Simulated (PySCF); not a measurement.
Correlation energy of Ar⁺ (argon, charge +1)

[Ne] 3s2 3p5, 2P determinant. Calculation: PySCF 2.14, in Sapporo-DZP-2012 (5s4p2d, 27 functions); scalar relativity by spin-free X2C-1e. Frozen: [Ne]; 7 electrons correlated.

MP2 pair energies summed by pair of shells (mhartree):

| pair | energy | share (%) |
| --- | --- | --- |
| 3p-3p | -83.92 | 69.5 |
| 3s-3p | -30.12 | 25.0 |
| 3s-3s | -6.67 | 5.5 |

Total MP2 correlation energy: -120.72 mhartree.

Same-spin part -31.76 and opposite-spin part -88.96 mhartree; SCS-MP2 scales them by 1/3 and 6/5 to -117.33 mhartree.

```
  level  correlation energy (mhartree)
   CCSD                        -140.43
    (T)                          -1.54
CCSD(T)                        -141.97
```

Diagnostics: T1 = 0.0059, D1 = 0.0214, largest double amplitude 0.056.

Cost of the coupled-cluster step: 0.3 s of wall time on 1 thread of Neoverse-N1 (shared host), for 7 correlated electrons.

Iterations:

```
CC2 = 0
CCSD nocc = (np.int64(4), np.int64(3)), nmo = (22, 22)
frozen orbitals [[0, 1, 2, 3, 4], [0, 1, 2, 3, 4]]
max_cycle = 100
direct = 0
conv_tol = 1e-08
conv_tol_normt = 1e-06
diis_space = 8
diis_start_cycle = 0
Init t2, MP2 energy = -0.120716130223215
Init E_corr(UCCSD) = -0.120716130240705
cycle = 1  E_corr(UCCSD) = -0.136145443263274  dE = -0.015429313  norm(t1,t2) = 0.0345741
cycle = 2  E_corr(UCCSD) = -0.139069957252923  dE = -0.00292451399  norm(t1,t2) = 0.011361
cycle = 3  E_corr(UCCSD) = -0.140450466326688  dE = -0.00138050907  norm(t1,t2) = 0.00459878
cycle = 4  E_corr(UCCSD) = -0.140425219098308  dE = 2.52472284e-05  norm(t1,t2) = 0.000403606
cycle = 5  E_corr(UCCSD) = -0.140428964892846  dE = -3.74579454e-06  norm(t1,t2) = 8.48259e-05
cycle = 6  E_corr(UCCSD) = -0.14042859233397  dE = 3.72558875e-07  norm(t1,t2) = 1.39908e-05
cycle = 7  E_corr(UCCSD) = -0.14042865813784  dE = -6.58038694e-08  norm(t1,t2) = 2.3187e-06
cycle = 8  E_corr(UCCSD) = -0.140428638956306  dE = 1.91815334e-08  norm(t1,t2) = 4.83666e-07
cycle = 9  E_corr(UCCSD) = -0.140428640611719  dE = -1.65541297e-09  norm(t1,t2) = 7.46783e-08
UCCSD converged
E(UCCSD) = -527.9548406357404  E_corr = -0.1404286406117194
UCCSD(T) correction = -0.00154436627672001
```
